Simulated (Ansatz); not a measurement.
Program: Ansatz. Geometries: PBE0-D4/def2-TZVP. ΔE: electronic, gas phase. CBS: MP2 limit from def2 TZ/QZ plus the TZ coupled-cluster correction, frozen cores. This one scheme is used for every species. DFT in def2-TZVPP. Each species was taken in one conformer, which may not be the lowest.

Reaction (cleavage of the Si–Si bond): `CBO[SiH2][SiH3]` + H–F → `CBO[SiH2]F` + SiH₄

`CBO[SiH2][SiH3]`:

Z-matrix (Å, degrees):
```
C
B 1 1.565
H 1 1.097 2 109.1
H 1 1.093 2 115.6 3 -122.0
H 1 1.095 2 110.0 3 114.9
O 2 1.356 1 123.7 3 118.0
H 2 1.203 1 120.5 3 -61.4
Si 6 1.659 2 133.9 1 0.6
Si 8 2.344 6 111.1 2 -72.5
H 8 1.490 6 110.3 2 49.9
H 8 1.485 6 106.4 2 167.1
H 9 1.487 8 110.6 6 -57.8
H 9 1.489 8 109.4 6 -177.7
H 9 1.488 8 110.5 6 62.6
```

H–F:

Cartesian coordinates in Å:
```
F 0.275 -0.131 -0.345
H -0.275 0.131 0.345
```

`CBO[SiH2]F`:

Cartesian coordinates in Å:
```
C -1.345 -1.121 -1.071
B -0.690 -0.173 -0.025
O 0.627 0.162 -0.121
Si 1.593 1.072 0.837
F 2.484 0.095 1.721
H -1.762 -1.999 -0.565
H -0.661 -1.455 -1.852
H -2.205 -0.626 -1.538
H -1.326 0.289 0.891
H 0.787 1.908 1.754
H 2.498 1.849 -0.032
```

SiH₄:

```xyz
5

Si    0.000    0.000    0.000
H    -0.787   -1.141   -0.533
H     1.196   -0.514    0.714
H    -0.839    0.784    0.941
H     0.430    0.871   -1.122
```

| level | ΔE (kJ/mol) |
| --- | --- |
| PBE0-D4 | -142.6 |
| ωB97X-V | -161.7 |
| HF/def2-TZVPP | -196.8 |
| SCS-MP2/def2-TZVPP | -174.3 |
| CCSD/def2-TZVPP | -166.6 |
| MP2/def2-QZVPP | -167.0 |
| SCS-MP2/def2-QZVPP | -173.8 |
| MP2/CBS(def2) | -165.1 |

Q: What does CCSD(T)/CBS give? (Best estimate.)

A: Computed: -159.7 kJ/mol. The listed levels differ from it by 17.1, -2.0, -37.1, -14.6, -6.9, -7.3, -14.1, -5.4 kJ/mol.

Largest T1 diagnostic among the species: 0.013.

From PBE to PBE0 (25 % exact exchange), in def2-TZVPP and without D4, ΔE moves by −5.7 kJ/mol. The D4 term adds +12.3 kJ/mol with B3LYP and +7.1 kJ/mol with PBE0; it sums over pairs of atoms, weighted by their polarisabilities, and B3LYP, whose exchange is more repulsive, gets the larger term. In def2-TZVPP, CCSD(T) changes the Hartree–Fock value by +34.9 kJ/mol (the triples alone add +4.7 kJ/mol) and MP2 by +29.5 kJ/mol.

B3LYP here is the variant with VWN-RPA as its local correlation; programs differ in this.
